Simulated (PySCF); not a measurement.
C5H9F. Atoms are numbered in the order given.

```xyz
15

C      1.8010    -0.8369    -0.3847
C      0.4878    -0.1676    -0.7192
C     -0.7565    -0.4294     0.1180
C     -2.1216    -0.5740    -0.5128
C     -0.0655     0.8956     0.1835
F      0.6384     1.2014     1.3179
H      1.8419    -1.8580    -0.7969
H      2.6510    -0.2704    -0.7988
H      1.9454    -0.8995     0.7036
H      0.3094    -0.0050    -1.7892
H     -0.5756    -1.0553     1.0001
H     -2.9246    -0.3501     0.2086
H     -2.2395     0.1124    -1.3668
H     -2.2809    -1.5979    -0.8892
H     -0.5445     1.7852    -0.2417
```
Charge 0, spin multiplicity 1.

Geometry: B3LYP-D3(BJ)/def2-SVP. The structure was generated by enumeration; whether it is a known compound was not checked.

Computed with TDA-LC-ωPBE/def2-SVPD in PySCF.

Vertical excitations. Isolated molecule, no solvent.

Computed excitation energies, oscillator strengths and character:
| state | energy (eV) | λ (nm) | f | main pairs |
|---|---|---|---|---|
| S1 | 8.28 | 150 | 0.000 | HOMO→LUMO 28 %, HOMO−1→LUMO 20 %, HOMO→LUMO+2 14 %, HOMO→LUMO+1 9 % |
| S2 | 8.45 | 147 | 0.010 | HOMO−1→LUMO 38 %, HOMO→LUMO 19 %, HOMO−1→LUMO+2 10 %, HOMO→LUMO+2 8 % |
| S3 | 8.77 | 141 | 0.007 | HOMO→LUMO 25 %, HOMO→LUMO+2 17 %, HOMO→LUMO+1 15 %, HOMO−1→LUMO+2 14 % |
| S4 | 9.00 | 138 | 0.004 | HOMO→LUMO+1 20 %, HOMO−1→LUMO 14 %, HOMO−1→LUMO+1 13 %, HOMO→LUMO 10 % |
| S5 | 9.10 | 136 | 0.009 | HOMO−1→LUMO+2 35 %, HOMO→LUMO+2 28 %, HOMO→LUMO+3 11 %, HOMO−1→LUMO 6 % |
| S6 | 9.15 | 136 | 0.015 | HOMO−1→LUMO+1 41 %, HOMO−1→LUMO+2 18 %, HOMO→LUMO+2 11 %, HOMO→LUMO+1 9 % |
| S7 | 9.48 | 131 | 0.003 | HOMO→LUMO+3 65 %, HOMO→LUMO+1 12 % |
| S8 | 9.54 | 130 | 0.017 | HOMO−1→LUMO+3 82 % |
| S9 | 9.85 | 126 | 0.005 | HOMO→LUMO+5 22 %, HOMO→LUMO+4 14 %, HOMO−1→LUMO+5 14 %, HOMO→LUMO+1 8 % |
| S10 | 9.96 | 124 | 0.012 | HOMO−1→LUMO+5 29 %, HOMO−1→LUMO+6 11 %, HOMO→LUMO+5 10 %, HOMO−1→LUMO+1 9 % |
| T1 | 7.91 | 157 | 0 | HOMO→LUMO 19 %, HOMO→LUMO+2 16 %, HOMO→LUMO+1 14 %, HOMO−1→LUMO 10 % |
| T2 | 8.19 | 151 | 0 | HOMO−1→LUMO 35 %, HOMO−1→LUMO+2 16 %, HOMO−1→LUMO+1 10 %, HOMO→LUMO+2 7 % |
| T3 | 8.55 | 145 | 0 | HOMO→LUMO 44 %, HOMO→LUMO+1 14 %, HOMO−1→LUMO+2 8 % |
| T4 | 8.69 | 143 | 0 | HOMO−1→LUMO 22 %, HOMO→LUMO+2 13 %, HOMO−1→LUMO+1 10 %, HOMO−1→LUMO+5 9 % |
Triplets are in the Tamm–Dancoff approximation.
